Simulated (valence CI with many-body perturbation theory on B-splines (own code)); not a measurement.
# Eu57+: what each term of the Hamiltonian does

Computed by configuration interaction combined with many-body perturbation theory (CI+MBPT): four valence electrons over a frozen Dirac-Fock core [He], radial functions for each j: 11 s, 11 p, 9 d, 7 f, 5 g, 2 h, 1 i, with the one-electron correlation potential Σ1, the two-electron term Σ2, the three-electron term Σ3, Breit, model QED; selected CI, second order for the rest (own B-spline code, finite nucleus).

The last digits are not significant, and no measured levels were compared; by estimate large intervals hold to a few tenths of a per cent, small ones and those within an open d or f shell to about a per cent. Among the levels kept, up to 260 cm⁻¹ of a level comes from second order outside the variational space, and about a tenth of that is noise between levels of different J, which matters for small intervals.

Each rung adds one term. CI alone is the Dirac-Coulomb CI over the frozen core; QED comes last and gives the full result, which names the levels. Energies are above (2s^2 2p1/2^2) J=0 on the same rung, in eV.

Levels are named by their leading jj configuration (3d3/2^4 stands for four electrons in 3d with j = 3/2), which in mixed levels can hold well under half, so a name can repeat and another be missing. Letters in brackets count levels of one name in rising energy.

| Level | CI alone | Σ1 | Σ2 | Σ3 | Breit | QED | Full |
| --- | --- | --- | --- | --- | --- | --- | --- |
| (2s^2 2p1/2 2p3/2) J=1 | 682.7 | +0.14 | -0.06 | +0.01 | -11.02 | +1.14 | 672.9 |
| (2s^2 2p1/2 2p3/2) J=2 | 704.9 | +0.15 | -0.03 | -0.02 | -15.98 | +1.14 | 690.2 |
| (2s 2p1/2^2 2p3/2) J=2 | 920.6 | -0.15 | -0.21 | -0.04 | -4.00 | -9.15 | 907.0 |
| (2s 2p1/2^2 2p3/2) J=1 | 991.3 | -0.15 | -0.35 | -0.12 | -2.17 | -9.20 | 979.3 |
| (2s^2 2p3/2^2) J=2 | 1401.5 | +0.29 | -0.03 | -0.03 | -24.05 | +2.10 | 1379.7 |
| (2s^2 2p3/2^2) J=0 | 1446.2 | +0.29 | +0.06 | -0.08 | -18.70 | +2.07 | 1429.8 |
| (2s 2p1/2 2p3/2^2) J=2 [a] | 1579.0 | 0.00 | -0.17 | -0.02 | -13.39 | -8.05 | 1557.3 |
| (2s 2p1/2 2p3/2^2) J=3 | 1626.6 | 0.00 | -0.19 | -0.06 | -20.87 | -8.06 | 1597.5 |
| (2s 2p1/2 2p3/2^2) J=0 | 1662.8 | 0.00 | -0.12 | -0.08 | -9.54 | -8.06 | 1645.0 |
| (2s 2p1/2 2p3/2^2) J=1 [a] | 1684.8 | 0.00 | -0.41 | -0.13 | -12.71 | -8.10 | 1663.4 |
| (2s 2p1/2 2p3/2^2) J=2 [b] | 1699.7 | 0.00 | -0.37 | -0.14 | -17.55 | -8.10 | 1673.5 |
| (2s 2p1/2 2p3/2^2) J=1 [b] | 1697.6 | 0.00 | -0.26 | -0.12 | -12.18 | -8.09 | 1677.0 |
| (2p1/2^2 2p3/2^2) J=2 | 1946.9 | -0.29 | -0.64 | -0.17 | -5.15 | -18.21 | 1922.4 |
| (2p1/2^2 2p3/2^2) J=0 | 1994.7 | -0.29 | -0.57 | -0.18 | +0.39 | -18.19 | 1975.8 |
| (2s 2p3/2^3) J=2 | 2346.8 | +0.14 | -0.18 | -0.09 | -24.23 | -6.95 | 2315.5 |
| (2s 2p3/2^3) J=1 | 2415.4 | +0.14 | -0.34 | -0.15 | -22.82 | -7.00 | 2385.2 |
| (2p1/2 2p3/2^3) J=1 | 2638.1 | -0.15 | -0.58 | -0.17 | -12.73 | -17.28 | 2607.2 |
| (2p1/2 2p3/2^3) J=2 | 2660.6 | -0.15 | -0.54 | -0.17 | -17.58 | -17.28 | 2624.9 |
| (2p3/2^4) J=0 | 3376.0 | 0.00 | -0.47 | -0.17 | -22.09 | -16.18 | 3337.1 |
| (2s^2 2p1/2 3s) J=0 | 7175.2 | +0.42 | 0.00 | -0.11 | -19.16 | +3.03 | 7159.4 |
| (2s^2 2p1/2 3s) J=1 | 7179.2 | +0.42 | -0.03 | -0.11 | -19.94 | +3.06 | 7162.6 |
| (2s^2 2p1/2 3p1/2) J=1 | 7246.2 | +0.36 | -0.04 | -0.11 | -17.15 | +0.07 | 7229.4 |
| (2s^2 2p1/2 3p1/2) J=0 | 7282.1 | +0.36 | -0.07 | -0.11 | -15.60 | +0.04 | 7266.7 |
| (2s 2p1/2^2 3s) J=1 | 7384.8 | +0.14 | -0.13 | -0.13 | -9.25 | -6.89 | 7368.6 |
| (2s 2p1/2^2 3s) J=0 | 7417.1 | +0.13 | -0.12 | -0.13 | -7.88 | -7.31 | 7401.8 |
| (2s 2p1/2^2 3p1/2) J=1 | 7463.3 | +0.07 | -0.18 | -0.13 | -6.42 | -10.06 | 7446.6 |
| (2s^2 2p1/2 3p3/2) J=2 | 7467.3 | +0.39 | -0.07 | -0.11 | -20.58 | +0.40 | 7447.3 |
| (2s 2p1/2^2 3p1/2) J=0 | 7462.6 | +0.07 | -0.16 | -0.13 | -4.59 | -10.25 | 7447.5 |
| (2s^2 2p1/2 3p3/2) J=1 | 7468.9 | +0.38 | -0.08 | -0.11 | -18.75 | -0.02 | 7450.3 |
| (2s^2 2p1/2 3d3/2) J=2 | 7522.4 | +0.43 | -0.01 | -0.11 | -20.91 | +0.05 | 7501.9 |
| (2s^2 2p1/2 3d3/2) J=1 | 7547.0 | +0.43 | -0.02 | -0.11 | -21.15 | -0.17 | 7526.0 |

The middle columns are the shifts that each term adds.

Q: How does the ionisation energy move along the ladder, and which term matters most?

A: CI alone 12742, + Σ1 12743, + Σ2 12743, + Σ3 12743, + Breit 12720, + QED 12720 eV. The largest step is Breit, -23 eV. NIST lists 12718 ± 6 eV (theoretical).
